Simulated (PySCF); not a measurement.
CH₆GeO₂Si, SMILES [CH3][GeH]1[O][SiH2][O]1. Geometry: PBE-D3(BJ)/def2-SVP. This is a generated structure with no PubChem entry under its InChIKey; it may be hypothetical.

Computed equilibrium geometry at PBE-D3(BJ)/def2-SVP (PySCF confirms it by a frequency run) as a Z-matrix:
```
Ge
O 1 1.8434
Si 2 1.7085 1 90.49
O 3 1.7084 2 93.82 1 0.59
H 3 1.5031 4 113.21 1 116.70
H 3 1.5037 5 109.69 2 127.38
H 1 1.5530 2 112.39 3 111.71
C 1 1.9447 7 115.49 4 132.93
H 8 1.1060 1 109.45 7 179.64
H 8 1.1077 9 109.56 1 120.36
H 8 1.1077 9 109.55 10 119.33
```
Charge 0, spin multiplicity 1.
